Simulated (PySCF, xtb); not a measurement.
CH₅BO₃, SMILES COB(O)O. The values are those of a single conformer.

Harmonic wavenumbers (cm⁻¹) from GFN2-xTB (xtb) at its own minimum, in rising order: 16, 157, 225, 379, 396, 458, 492, 572, 789, 916, 938, 1092, 1134, 1144, 1241, 1336, 1410, 1467, 1473, 2953, 2971, 2983, 3646, 3659.

### Question
What does PySCF 2.14.0 with B3LYP-D3(BJ)/def2-SVP give at its own minimum? (The exact figures need the calculation; the answer reports its results.)

### Answer
53, 138, 231, 315, 436, 473, 528, 675, 830, 928, 1006, 1144, 1180, 1212, 1418, 1445, 1471, 1475, 1535, 3010, 3081, 3117, 3887, 3899. Paired by order, the mean absolute difference is 75 cm⁻¹ and the zero-point energies are 45.5 and 47.9 kcal/mol.
